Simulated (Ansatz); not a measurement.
`BB(C)CCl` + H₂O → `BB(C)O` + `CCl` at 298.15 K and 1 bar (formal hydrolysis of a B–C bond).

Computed with Ansatz on PBE0-D4/def2-TZVP structures; ΔE is electronic, products minus reactants. CBS: MP2 limit from def2 TZ/QZ plus the TZ coupled-cluster correction, frozen cores. This one scheme is used for every species. Each species was taken in one conformer, which may not be the lowest.

```csv
species,CCSD(T)/CBS energy (Eh),H − E (kJ/mol),S (J/(mol·K))
`BB(C)CCl`,-589.65408,253.9,359.7
H₂O,-76.37941,66.4,188.7
`BB(C)O`,-166.44417,216.1,315.3
`CCl`,-499.63220,109.7,234.1
```

H − E and S are ideal-gas, rigid-rotor, harmonic terms from PBE0-D4/def2-TZVP, for one conformer and one mirror image of each species. 1 Eh = 2625.50 kJ/mol, R = 8.31446 J/(mol·K).

Question: By hand: ΔE, ΔH, ΔS and ΔG.

Answer: ΔE = (-166.44417) + (-499.63220) − (-589.65408) − (-76.37941) = -0.04288 Eh = -112.6 kJ/mol. Δ(H − E) = 216.1 + 109.7 − 253.9 − 66.4 = 5.5, so ΔH = -107.1 kJ/mol. ΔS = 315.3 + 234.1 − 359.7 − 188.7 = 1.0 J/(mol·K). ΔG = -107.1 − 298.15 × (1.0)/1000 = -107.4 kJ/mol.

Question: By hand: the equilibrium constant, and the temperature at which ΔG would vanish if ΔH and ΔS stayed fixed.

Answer: log₁₀ K = −ΔG/(RT ln 10) = 18.8. ΔH and −TΔS have one sign here, so there is no such temperature.

The number of gas molecules stays the same, so ΔS is small and ΔH decides. A doubt of 5 kJ/mol in ΔE shifts log₁₀ K by 0.9 here. Other conformers and mirror images would add mixing entropy, several J/(mol·K) or more a flexible species. Modes under 60 cm⁻¹, often nearly free rotors, make the harmonic entropy too high. These are equilibria of isolated gas molecules and say nothing of rates. Largest T1 diagnostic: 0.012 (customary marks: 0.02 for closed shells, 0.045 for open ones).

ΔS is within the doubt of such terms, so its sign, and with it that verdict, could turn.
